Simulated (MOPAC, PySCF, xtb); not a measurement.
Scan of H₄AlN, singlet: twist about the double or partial double bond, both ends planar. Scanned: twist about the central bond. Other coordinates (Al-N length, H-Al-N angle, H-N-Al angle, Al-H length, N-H length) were minimised at PBE0/def2-TZVP.

- GFN1-xTB (xtb)
- PM7, restricted, heats of formation (MOPAC)
- RKS-B3LYP/6-311+G** = restricted B3LYP/6-311+G**, spherical d (PySCF)
- CCSD(T) on RHF/cc-pVTZ, 6 core orbitals frozen (PySCF)

Energies relative to the lowest point of each profile, in kJ/mol; the last columns give the difference from CCSD(T):

```json
[
 {"at / °": "0", "GFN1-xTB": "0.00", "PM7": "0.00", "RKS-B3LYP/6-311+G**": "0.00", "CCSD(T)": "0.00", "GFN1-xTB − CCSD(T)": "0.00", "PM7 − CCSD(T)": "0.00", "RKS-B3LYP/6-311+G** − CCSD(T)": "0.00"},
 {"at / °": "7.50", "GFN1-xTB": "0.30", "PM7": "0.84", "RKS-B3LYP/6-311+G**": "0.76", "CCSD(T)": "0.77", "GFN1-xTB − CCSD(T)": "-0.47", "PM7 − CCSD(T)": "0.07", "RKS-B3LYP/6-311+G** − CCSD(T)": "-0.01"},
 {"at / °": "15", "GFN1-xTB": "1.12", "PM7": "3.11", "RKS-B3LYP/6-311+G**": "2.97", "CCSD(T)": "3.01", "GFN1-xTB − CCSD(T)": "-1.89", "PM7 − CCSD(T)": "0.10", "RKS-B3LYP/6-311+G** − CCSD(T)": "-0.04"},
 {"at / °": "22.50", "GFN1-xTB": "2.39", "PM7": "6.30", "RKS-B3LYP/6-311+G**": "6.56", "CCSD(T)": "6.64", "GFN1-xTB − CCSD(T)": "-4.25", "PM7 − CCSD(T)": "-0.35", "RKS-B3LYP/6-311+G** − CCSD(T)": "-0.09"},
 {"at / °": "30", "GFN1-xTB": "4.10", "PM7": "10.29", "RKS-B3LYP/6-311+G**": "11.34", "CCSD(T)": "11.46", "GFN1-xTB − CCSD(T)": "-7.36", "PM7 − CCSD(T)": "-1.16", "RKS-B3LYP/6-311+G** − CCSD(T)": "-0.12"},
 {"at / °": "37.50", "GFN1-xTB": "6.07", "PM7": "14.91", "RKS-B3LYP/6-311+G**": "17.01", "CCSD(T)": "17.16", "GFN1-xTB − CCSD(T)": "-11.09", "PM7 − CCSD(T)": "-2.26", "RKS-B3LYP/6-311+G** − CCSD(T)": "-0.15"},
 {"at / °": "45", "GFN1-xTB": "8.19", "PM7": "20.04", "RKS-B3LYP/6-311+G**": "23.24", "CCSD(T)": "23.41", "GFN1-xTB − CCSD(T)": "-15.22", "PM7 − CCSD(T)": "-3.37", "RKS-B3LYP/6-311+G** − CCSD(T)": "-0.17"},
 {"at / °": "52.50", "GFN1-xTB": "10.31", "PM7": "25.11", "RKS-B3LYP/6-311+G**": "29.65", "CCSD(T)": "29.81", "GFN1-xTB − CCSD(T)": "-19.50", "PM7 − CCSD(T)": "-4.70", "RKS-B3LYP/6-311+G** − CCSD(T)": "-0.16"},
 {"at / °": "60", "GFN1-xTB": "12.30", "PM7": "29.83", "RKS-B3LYP/6-311+G**": "35.80", "CCSD(T)": "35.92", "GFN1-xTB − CCSD(T)": "-23.62", "PM7 − CCSD(T)": "-6.10", "RKS-B3LYP/6-311+G** − CCSD(T)": "-0.12"},
 {"at / °": "67.50", "GFN1-xTB": "14.02", "PM7": "33.78", "RKS-B3LYP/6-311+G**": "41.25", "CCSD(T)": "41.30", "GFN1-xTB − CCSD(T)": "-27.28", "PM7 − CCSD(T)": "-7.52", "RKS-B3LYP/6-311+G** − CCSD(T)": "-0.05"},
 {"at / °": "75", "GFN1-xTB": "15.34", "PM7": "36.84", "RKS-B3LYP/6-311+G**": "45.54", "CCSD(T)": "45.52", "GFN1-xTB − CCSD(T)": "-30.17", "PM7 − CCSD(T)": "-8.68", "RKS-B3LYP/6-311+G** − CCSD(T)": "0.02"},
 {"at / °": "82.50", "GFN1-xTB": "16.18", "PM7": "38.60", "RKS-B3LYP/6-311+G**": "48.29", "CCSD(T)": "48.21", "GFN1-xTB − CCSD(T)": "-32.03", "PM7 − CCSD(T)": "-9.62", "RKS-B3LYP/6-311+G** − CCSD(T)": "0.08"},
 {"at / °": "90", "GFN1-xTB": "16.46", "PM7": "39.35", "RKS-B3LYP/6-311+G**": "49.26", "CCSD(T)": "49.15", "GFN1-xTB − CCSD(T)": "-32.69", "PM7 − CCSD(T)": "-9.80", "RKS-B3LYP/6-311+G** − CCSD(T)": "0.11"}
]
```

GFN1-xTB is furthest from CCSD(T) at 90 (-32.69 kJ/mol, below); its mean absolute difference over the points is 15.81 kJ/mol.

PM7 is furthest from CCSD(T) at 90 (-9.80 kJ/mol, below); its mean absolute difference over the points is 4.13 kJ/mol.

RKS-B3LYP/6-311+G** is furthest from CCSD(T) at 45 (-0.17 kJ/mol, below); its mean absolute difference over the points is 0.09 kJ/mol.

Near 90° the triplet can lie below this singlet.
